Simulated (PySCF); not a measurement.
**`CC[Si]([SiH3])([SiH3])CN[SiH3]`: 4 charge schemes on one density**

Species: C3H17NSi4.
Numbering: `[CH3:1][CH2:2][Si:3]([SiH3:4])([SiH3:5])[CH2:6][NH:7][SiH3:8]` (hydrogens: H9, H10, H11 on C1; H12, H13 on C2; H14, H15, H16 on Si4; H17, H18, H19 on Si5; H20, H21 on C6; H22 on N7; H23, H24, H25 on Si8)

Structure used (GFN2-xTB), in Å, numbered top down from 1:
```xyz
25
C3H17NSi4 angstrom
C     -2.6631   -0.1750    1.5282
C     -1.1507   -0.3482    1.4651
Si    -0.4863   -0.2740   -0.3443
Si    -1.5260   -1.9663   -1.5749
Si    -0.6125    1.9316   -1.1045
C      1.3919   -0.6967   -0.2030
N      2.0856    0.3548    0.5155
Si     3.6558    0.9211    0.1205
H     -3.0214   -0.2107    2.5564
H     -3.1614   -0.9633    0.9668
H     -2.9561    0.7814    1.0994
H     -0.6843    0.4322    2.0714
H     -0.8832   -1.3003    1.9307
H     -0.8770   -2.1944   -2.8693
H     -2.9212   -1.6268   -1.8714
H     -1.5729   -3.2778   -0.9166
H     -2.0107    2.3112   -1.3566
H     -0.0848    2.9444   -0.1851
H      0.0915    2.1078   -2.3784
H      1.5605   -1.6745    0.2680
H      1.8279   -0.7601   -1.2009
H      1.7835    0.4055    1.4757
H      3.5921    1.3048   -1.2915
H      4.7484   -0.0539    0.2852
H      3.8635    2.0516    1.0226
```

Density: PBE0/pcSseg-1 (PySCF); schemes: Mulliken, IAO, Hirshfeld and ESP-fitted. Isolated species at its GFN2-xTB geometry (one conformer only).

**Question.** Tabulate the Mulliken, IAO, Hirshfeld and ESP-fitted charges.

**Answer.** In e; atoms taken as equivalent share a row and are averaged (×n: the atom named and its like, n in all):

| atom | environment | Mulliken | IAO | Hirshfeld | ESP-fitted |
| --- | --- | --- | --- | --- | --- |
| C1 | methyl carbon | -0.282 | -0.406 | -0.118 | -0.346 |
| C2 | sp3 carbon bound to silicon | -0.557 | -0.504 | -0.155 | +0.134 |
| Si3 | four-coordinate silicon | +0.201 | +0.466 | +0.216 | +0.096 |
| Si4/Si5 | SiH3 silicon | +0.261 | +0.273 | +0.202 | +0.206 |
| C6 | sp3 carbon bound to nitrogen | -0.273 | -0.390 | -0.112 | -0.267 |
| N7 | silicon-bound nitrogen | -0.687 | -0.673 | -0.237 | -0.523 |
| Si8 | SiH3 silicon | +0.620 | +0.751 | +0.344 | +0.489 |
| H9/H10/H11 | methyl hydrogen | +0.125 | +0.138 | +0.039 | +0.086 |
| H12/H13 | methylene hydrogen | +0.143 | +0.139 | +0.035 | -0.006 |
| H14 (×6) | Si–H hydrogen | -0.059 | -0.096 | -0.076 | -0.077 |
| H20/H21 | methylene hydrogen | +0.139 | +0.136 | +0.034 | +0.132 |
| H22 | N–H hydrogen | +0.207 | +0.253 | +0.111 | +0.291 |
| H23/H24/H25 | Si–H hydrogen | -0.112 | -0.143 | -0.084 | -0.113 |

Mean size of the charges over all atoms: IAO 0.238 e, Mulliken 0.199 e, ESP-fitted 0.156 e, Hirshfeld 0.107 e. Each set sums to the total charge, 0, to within 0.001 e. The Mulliken scheme gives each basis function's population to the atom it is centred on and halves the overlap population of two atoms between them. The ESP scheme is a least-squares fit of atom-centred charges to the potential on four shells outside the van der Waals surface, with the total charge fixed.

Some averages cover members that differ in this geometry: Si4/Si5, ESP-fitted +0.167 to +0.245; Si4/Si5, Mulliken +0.233 to +0.288; H20/H21, ESP-fitted +0.114 to +0.151; H23/H24/H25, IAO -0.164 to -0.127 e.

Lowest charge. All schemes agree: Mulliken N7 (-0.687); IAO N7 (-0.673); Hirshfeld N7 (-0.237); ESP-fitted N7 (-0.523).

Highest charge. All schemes agree: Mulliken Si8 (+0.620); IAO Si8 (+0.751); Hirshfeld Si8 (+0.344); ESP-fitted Si8 (+0.489).

**Question.** How many electrons does the ESP-fitted scheme count on Si4?

**Answer.** Its own charge is +0.167 e, so Z − q = 13.833.

**Question.** Sum the charges by element, for elements with more than one atom.

**Answer.** 
| element | atoms | Mulliken | IAO | Hirshfeld | ESP-fitted |
| --- | --- | --- | --- | --- | --- |
| C | 3 | -1.111 | -1.300 | -0.385 | -0.478 |
| Si | 4 | +1.342 | +1.763 | +0.966 | +0.997 |
| H | 17 | +0.456 | +0.210 | -0.344 | +0.005 |
